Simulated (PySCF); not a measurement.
## Which determinant of Ca₂ lies lowest?

Unrestricted PBE0; PySCF, no relativity, basis sets Ca def2-SVP. Outer shells of the fragments: Ca 4s2; Ca 4s2.

Followed along the bond (rough minima from three points):

```json
{"2Ms+1": "1", "unpaired": "none", "⟨S²⟩ at the start": "0.00", "R at minimum (Å)": "4.25", "Te (eV)": "0.00"}
{"2Ms+1": "1", "unpaired": "σ ↓, π ↑", "⟨S²⟩ at the start": "1.10", "R at minimum (Å)": "3.36", "Te (eV)": "0.84"}
{"2Ms+1": "3", "unpaired": "σ ↑, π ↑", "⟨S²⟩ at the start": "2.02", "R at minimum (Å)": "3.37", "Te (eV)": "0.89"}
{"2Ms+1": "3", "unpaired": "σ ↑↑", "⟨S²⟩ at the start": "2.01", "R at minimum (Å)": "3.77", "Te (eV)": "1.02"}
{"2Ms+1": "3", "unpaired": "σ ↑, δ ↑", "⟨S²⟩ at the start": "2.04", "R at minimum (Å)": "3.68", "Te (eV)": "1.72"}
```

Solutions found at the starting distance of 3.180 Å, counted from the lowest of them; the search is not exhaustive and high or unbound solutions are not listed, so other states can lie among these:

| 2Ms+1 | unpaired | term | E (eV) | ⟨S²⟩ | ⟨Lz²⟩ |
| --- | --- | --- | --- | --- | --- |
| 1 | none | ¹Σ⁺ | 0.00 | 0.00 | 0.00 |
| 1 | σ ↓, π ↑ | mixed | 0.19 | 1.10 | 1.04 |
| 3 | σ ↑, π ↑ | ³Π | 0.25 | 2.02 | 1.03 |
| 3 | σ ↑↑ | ³Σ⁺ | 0.69 | 2.01 | 0.00 |
| 3 | σ ↑, δ ↑ | ³Δ | 1.25 | 2.04 | 4.00 |
| 3 | π ↑↑ | ³Σ⁻ | 1.27 | 2.09 | 0.00 |

A term symbol is given only where ⟨S²⟩ and ⟨Lz²⟩ are close to those of a pure state; real π, δ and φ orbitals otherwise mix terms, and g/u labels are left off.

Problem. Compare the gap between the two lowest followed solutions at the starting distance with the gap between their minima.

Solution. At PBE0 the second solution (Ms = 0 of mixed spin, unpaired electrons σ ↓, π ↑) lies +0.19 eV from the first (singlet, closed shell) at 3.180 Å and +0.84 eV at the minima; the two curves relax by different amounts, since their minima lie near 3.36 and 4.25 Å.
